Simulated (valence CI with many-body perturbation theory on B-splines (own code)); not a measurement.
# Pd XV: electric-dipole lines

Level of theory: configuration interaction combined with many-body perturbation theory (CI+MBPT): four valence electrons over a frozen Dirac-Fock core [Ar] 3d10, a basis of 11 s, 11 p, 10 d, 8 f, 5 g, 2 h functions for each j, with the one-electron correlation potential Σ1, the two-electron term Σ2, the three-electron term Σ3, Breit, model QED; selected CI, second order for the rest, scaled by the run's own slope (own B-spline code, finite nucleus).

No measured spectrum was set against this ion. As an estimate, levels hold to about 250 cm⁻¹ or 0.2 % of their energy and the worst to 1 %, as in measured heavy ions of charge 2 to 7; those with d or f electrons hold less well. Among the levels kept, up to 560 cm⁻¹ of a level comes from second order outside the variational space, and about a tenth of that is noise between levels of different J, which matters for small intervals.

Lines 1 to 50 of 548 in falling wavelength, among levels below 1332700 cm⁻¹, chosen from the strongest by gf and those to the six lowest levels. Wavelengths and rates use the calculated energies, so an error of 900 cm⁻¹ moves a line at 84.47 nm by 0.76 % and its rate by three times that or more. Electric multipoles are in the length gauge, E1 and E2 with the static RPA response of the core. Weak lines are less certain than strong ones. Lines between different terms over intervals too small for the method are left out, as are lines whose strength nearly cancels. Where a level lies close to another of its J and parity, the split of strength between their lines is uncertain. The highest levels of a list are the least certain.

Names give the largest LS component (configuration and term), which can be under half, so a name can repeat, a term be missing and a line seem to break the LS rules; names also repeat where a configuration has a term twice. Letters in brackets count levels of one name in rising energy.

```csv
λ vac (nm),Upper,Lower,A (s⁻¹),S (a.u.) with core polarisation,S without
84.47,4s2.4p.5p 3D_1,4s2.4p.5s 3P°_1,1.38e+09,1.23e+00,1.25e+00
83.01,4s2.4p.5p 3P_1 [b],4s2.4p.5s 1P°_1,1.02e+09,8.64e-01,8.73e-01
82.77,4s2.4p.5p 3D_1,4s2.4p.5s 3P°_0,6.60e+08,5.54e-01,5.62e-01
79.66,4s2.4p.5p 3P_2,4s2.4p.5s 1P°_1,6.18e+08,7.70e-01,7.84e-01
79.42,4s2.4p.5p 3P_1 [b],4s2.4p.5s 3P°_2,1.20e+09,8.94e-01,9.07e-01
76.35,4s2.4p.5p 3P_2,4s2.4p.5s 3P°_2,1.99e+09,2.19e+00,2.22e+00
73.87,4s2.4p.5p 3P_0,4s2.4p.5s 3P°_1,2.99e+09,5.95e-01,6.04e-01
71.05,4s2.4p.5p 3S_1,4s2.4p.5s 1P°_1,1.54e+09,8.15e-01,8.25e-01
70.14,4s2.4p.5p 3D_3,4s2.4p.5s 3P°_2,3.50e+09,4.17e+00,4.23e+00
69.28,4s2.4p.5p 3P_1 [a],4s2.4p.5s 3P°_1,9.71e+08,4.78e-01,4.83e-01
68.41,4s2.4p.5p 3S_1,4s2.4p.5s 3P°_2,2.00e+09,9.49e-01,9.66e-01
68.39,4s2.4p.5p 3D_2,4s2.4p.5s 3P°_1,3.80e+09,3.00e+00,3.04e+00
68.13,4s2.4p.5p 3P_1 [a],4s2.4p.5s 3P°_0,2.65e+09,1.24e+00,1.26e+00
53.21,4s.4p3 5S°_2,4s2.4p2 1D_2,1.49e+07,5.53e-03,6.08e-03
47.70,4s.4p3 3D°_1,4s2.4p2 1S_0,2.80e+07,4.50e-03,4.97e-03
42.43,4p4 1D_2,4s.4p3 1P°_1,1.67e+09,3.14e-01,3.47e-01
42.33,4s.4p3 5S°_2,4s2.4p2 3P_2,1.92e+08,3.60e-02,3.96e-02
41.96,4p4 3P_2,4s.4p3 3S°_1,1.73e+09,3.16e-01,3.49e-01
41.38,4p3.4d 3G°_5,4s.4p2.4d 3F_4 [c],2.93e+09,1.13e+00,1.25e+00
40.67,4s.4p3 3D°_1,4s2.4p2 1D_2,2.27e+08,2.26e-02,2.48e-02
40.47,4s.4p2.4d 1G_4,4s2.4p.4d 1F°_3,1.13e+09,3.33e-01,3.68e-01
40.09,4s.4p3 5S°_2,4s2.4p2 3P_1,2.62e+08,4.17e-02,4.59e-02
39.84,4s.4p3 3D°_2,4s2.4p2 1D_2,6.09e+07,9.51e-03,1.05e-02
38.54,4p3.4d 3D°_3 [c],4s.4p2.4d 3P_2 [c],1.21e+09,2.39e-01,2.65e-01
38.39,4p3.4d 3G°_4,4s.4p2.4d 3F_3 [c],1.15e+09,2.89e-01,3.20e-01
37.99,4p3.4d 3F°_3 [a],4s.4p2.4d 3F_3 [b],1.45e+09,2.74e-01,3.03e-01
37.66,4s.4p3 3D°_3,4s2.4p2 1D_2,1.25e+09,2.31e-01,2.55e-01
37.61,4s.4p3 3P°_1,4s2.4p2 1S_0,2.84e+08,2.24e-02,2.46e-02
37.48,4p3.4d 3F°_2 [a],4s.4p2.4d 3F_2 [b],3.13e+09,4.07e-01,4.49e-01
37.40,4p3.4d 3F°_3 [b],4s.4p2.4d 3D_3 [e],1.36e+09,2.47e-01,2.72e-01
37.39,4p3.4d 3D°_3 [b],4s.4p2.4d 1D_2 [b],1.36e+09,2.45e-01,2.71e-01
37.29,4p3.4d 3F°_2 [b],4s.4p2.4d 3D_2 [a],2.56e+09,3.27e-01,3.61e-01
36.23,4p3.4d 3F°_4 [a],4s.4p2.4d 3F_3 [b],1.47e+09,3.11e-01,3.45e-01
35.91,4p3.4d 3P°_1 [c],4s.4p2.4d 3P_2 [c],4.58e+09,3.14e-01,3.47e-01
35.82,4p3.4d 3P°_1 [b],4s.4p2.4d 1D_2 [a],3.60e+09,2.45e-01,2.70e-01
35.45,4p4 3P_1,4s.4p3 3S°_1,3.71e+09,2.45e-01,2.70e-01
35.21,4p4 3P_2,4s.4p3 3P°_2,2.19e+09,2.36e-01,2.60e-01
34.52,4p3.4d 3F°_4 [b],4s.4p2.4d 3D_3 [e],2.10e+09,3.84e-01,4.25e-01
34.12,4p3.4d 3F°_4 [a],4s.4p2.4d 3D_3 [b],1.41e+09,2.48e-01,2.74e-01
34.05,4p4 1D_2,4s.4p3 1D°_2,8.45e+09,8.24e-01,9.08e-01
34.00,4s.4p3 3D°_1,4s2.4p2 3P_2,4.97e+08,2.89e-02,3.18e-02
33.87,4p3.4d 3P°_1 [a],4s.4p2.4d 3D_2 [c],5.64e+09,3.25e-01,3.58e-01
33.72,4p3.4d 3D°_1 [b],4s.4p2.4d 3D_2 [b],3.85e+09,2.19e-01,2.41e-01
33.41,4s.4p3 3D°_2,4s2.4p2 3P_2,8.52e+07,7.85e-03,8.64e-03
33.26,4p3.4d 1G°_4,4s.4p2.4d 1G_4,6.39e+09,1.04e+00,1.15e+00
33.10,4s.4p3 3P°_1,4s2.4p2 1D_2,9.41e+06,5.05e-04,5.61e-04
33.06,4p3.4d 3F°_4 [a],4s.4p2.4d 3G_5,3.58e+09,5.75e-01,6.33e-01
32.85,4p3.4d 1D°_2 [b],4s.4p2.4d 3D_3 [e],2.56e+09,2.24e-01,2.47e-01
32.65,4p3.4d 1F°_3 [c],4s.4p2.4d 1F_3,6.53e+09,7.85e-01,8.67e-01
32.54,4s.4p3 3D°_1,4s2.4p2 3P_1,3.87e+07,1.97e-03,2.19e-03
```
